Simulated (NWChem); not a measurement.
Molecule: C3H4BFO; SMILES C1=CB(CO1)F

```xyz
10

F     -0.0326     2.1573     0.0000
B      0.0555     0.8304     0.0000
C      1.2667    -0.0845     0.0000
C      0.7290    -1.3351     0.0000
O     -0.5945    -1.4665     0.0000
C     -1.1872    -0.1587     0.0000
H      2.3423     0.0868     0.0000
H      1.2526    -2.2975     0.0000
H     -1.8369    -0.0776    -0.8872
H     -1.8369    -0.0776     0.8872
```
Atoms are numbered in this order, from 1.

Program: NWChem. The geometry was optimised at PBE0/def2-SVP.

**Question.** Among these, which level gives the highest value of “dipole (D)”?
A) B3LYP/def2-SVP
B) TPSSh/def2-SVP
C) Hartree-Fock/def2-SVP
D) PBE0/def2-SVP

**Answer.** C, Hartree-Fock/def2-SVP. Values: TPSSh/def2-SVP 1.12; B3LYP/def2-SVP 1.14; PBE0/def2-SVP 1.16; Hartree-Fock/def2-SVP 1.22
